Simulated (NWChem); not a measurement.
# SiH₃Br; SMILES [SiH3]Br

All runs: NWChem. All runs use the structure optimised with PBE0/def2-SVP. Level: PBE0/def2-SVP with SMD (1 M gas to 1 M solution), gas-phase geometry. Reactions with the solvent are ignored.

For solvent n-hexane:

solvation free energy (kcal/mol): -2.4
cavity-dispersion-structure term (kcal/mol): -2.0
dipole in solution (D): 1.54

Estimate the same quantities for solvent water.


| Item | Result |
|---|---|
| solvation free energy (kcal/mol) | 0.4 |
| cavity-dispersion-structure term (kcal/mol) | 1.2 |
| dipole in solution (D) | 1.75 |
